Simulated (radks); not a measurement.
The numbers below are computed, except where a source is named.
Charge is removed step by step from the 1s down level of Mg3+, starting from 1s(up 1, down 1) 2s2 2p5. Code: a radial shooting solver on a logarithmic mesh with Libxc functionals. Model: non-relativistic Kohn-Sham, r2SCAN, spin-polarised, spherical densities, point nucleus; open shells are filled with parallel spins first; meta-GGA in the generalised Kohn-Sham scheme.

| removed (e) | E - E(0) (eV) | eigenvalue (eV) | E minus straight line (eV) |
|---|---|---|---|
| 0 | 0.000 | -1322.9 | 0.000 |
| 0.25 | 334.20 | -1350.4 | -8.633 |
| 0.5 | 675.01 | -1375.5 | -10.660 |
| 0.75 | 1021.5 | -1395.3 | -6.970 |
| 1 | 1371.3 | -1397.7 | 0.000 |

Removing the whole electron costs 1371.3 eV by Delta-SCF, against 1322.9 eV from minus the eigenvalue at the starting occupation. Slater's transition state (half an electron removed) gives 1375.5 eV. Integrating minus the eigenvalue over the occupation (Janak's theorem) gives 1371.2 eV. The mean slope of the eigenvalue, de/dn, is 74.8 eV per electron.
